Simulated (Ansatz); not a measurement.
Geometry optimisation, RKS B3LYP-D4/def2-SVP in Ansatz 0.2.0.

Input file:

```yaml
crystal:
  periodic: [false, false, false]
  atoms:
    - { symbol: C, position_ang: [-0.9793, 0.549, -0.3337] }
    - { symbol: C, position_ang: [0.4725, 0.7036, -0.6088] }
    - { symbol: Si, position_ang: [1.1455, -0.5674, 0.5421] }
    - { symbol: Al, position_ang: [-1.006, -0.9032, 0.9763] }
    - { symbol: H, position_ang: [-1.583, 0.3294, -1.2887] }
    - { symbol: H, position_ang: [-1.4269, 1.5417, 0.1069] }
    - { symbol: H, position_ang: [0.7475, 0.4455, -1.6549] }
    - { symbol: H, position_ang: [0.8956, 1.7358, -0.3621] }
    - { symbol: H, position_ang: [-0.98642, -1.31477, 2.46015] }
    - { symbol: H, position_ang: [1.9068, 0.0356, 1.7066] }
    - { symbol: H, position_ang: [-1.9478, -2.2599, 1.0357] }
basis:
  gaussian: { orbitals: def2-SVP }
hamiltonian:
  xc: b3lyp
  dispersion: d4
relax:
  f_tol: 0.02
  max_steps: 50
```

Run as:

```bash
$ ansatz run input.yaml --threads 2 --pin off --max-ram 3072MiB --backend cpu --events-out ev --progress --plain --runs-dir out
```

Q: Where does it end, and by what steps?

A: It converged. After 14 steps the energy has fallen by 2.656 eV; H11 moved furthest, 1.02 Å. Joined: C1–Si3.

| step | energy less start (eV) | largest force component (eV/Å) | accepted |
| --- | --- | --- | --- |
| 0 | 0.0000 | 3.711 | yes |
| 1 | -1.3385 | 2.001 | yes |
| 2 | -1.8893 | 0.871 | yes |
| 3 | -2.0845 | 1.123 | yes |
| 4 | -2.2940 | 0.702 | yes |
| 5 | -2.4474 | 0.658 | yes |
| 6 | -2.5127 | 0.612 | yes |
| 7 | -2.6032 | 0.439 | yes |
| 8 | -2.5935 | 0.533 | no |
| 9 | -2.6348 | 0.129 | yes |
| 10 | -2.6478 | 0.113 | yes |
| 11 | -2.6522 | 0.112 | yes |
| 12 | -2.6546 | 0.071 | yes |
| 13 | -2.6555 | 0.026 | yes |
| 14 | -2.6556 | 0.014 | yes |

```xyz
11
Properties=species:S:1:pos:R:3
C -0.642 0.645 0.059
C 0.540 0.671 -0.876
Si 1.096 -0.426 0.583
Al -1.060 -1.329 1.116
H -1.577 0.291 -0.411
H -0.812 1.539 0.668
H 0.395 0.163 -1.835
H 1.056 1.631 -0.982
H -1.566 -1.212 2.612
H 1.572 0.572 1.610
H -1.765 -2.250 0.035
```

Whether the end is a true minimum wasn't checked by a vibrational analysis.

The run took 38 s on 2 threads of Arm Neoverse V1, with other jobs on the host, peak memory 0.21 GiB.
